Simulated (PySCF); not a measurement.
C₃H₆BrF, SMILES CC[C@H](F)Br. Coordinates come from a B3LYP-D3(BJ)/def2-SVP optimisation. The structure was generated by enumeration; whether it is a known compound was not checked. One conformer was computed; it need not be the lowest.

**Question.** Give the equilibrium geometry at B3LYP-D3(BJ)/def2-SVP (PySCF confirms it by a frequency run) as Cartesian coordinates in Å. (Estimate from the structure and the level; the computed values follow.)

**Answer.** Several could match; the one computed here: 
```xyz
11

C     -2.3264    -0.1070     0.3488
C     -1.1788     0.1313     1.3260
C      0.0819     0.6830     0.6935
F     -0.1810     1.8378     0.0246
Br     0.9013    -0.6068    -0.5747
H     -2.0619    -0.8759    -0.3921
H     -3.2266    -0.4410     0.8859
H     -2.5725     0.8179    -0.1934
H     -1.4795     0.8716     2.0898
H     -0.9133    -0.7914     1.8657
H      0.8780     0.8730     1.4266
```
